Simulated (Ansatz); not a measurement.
Reactions of C3H9NO, SMILES `CN(C)CO`.

Program: Ansatz. Geometries: PBE0-D4/def2-TZVP. ΔE: electronic, gas phase. CBS: MP2 limit from def2 TZ/QZ plus the TZ coupled-cluster correction, frozen cores. DFT in def2-TZVPP. def2 core potentials past Kr. For Ge, Hf, In, Sn, Te outer-core shells are correlated without core-valence functions, which leaves a few kJ/mol of doubt a bond. Scalar relativity is left out up to krypton. One conformer a species, not always the lowest.

| reaction | MP2/CBS(def2) (kJ/mol) | ωB97M-V (kJ/mol) | B2PLYP (kJ/mol) |
| --- | --- | --- | --- |
| `CN(C)CO` + propane → `CC(C)C` + `CNCO` | -24 | -22 | -21 |
| `CN(C)CO` + `C[SiH](F)S` → `C[Si](C)(F)S` + `CNCO` | -66 | -66 | -63 |
| `CN(C)CO` + `[F][InH][F]` → `O[CH2][In]([F])[F]` + dimethylamine | 2 | 12 | 1 |
| `CN(C)CO` + `[F][SnH2][SH]` → `[CH3][SnH]([F])[SH]` + `CNCO` | -64 | -53 | -57 |
| `CN(C)CO` + `[GeH3][TeH]` → `OC[Te][GeH3]` + dimethylamine | 3 | 16 | 10 |
| `CN(C)CO` + `[OH][Hf]([F])([SH])[Cl]` → `C[S][Hf]([OH])([F])[Cl]` + `CNCO` | 4 | 8 | 5 |

(1) Give the CCSD(T)/CBS values in the same order. (Best estimate.)

Largest T1 diagnostic: 0.017, for `[F][InH][F]`.

Answers

(1) Ansatz gave: -23, -65, 6, -60, 8, 6 kJ/mol.
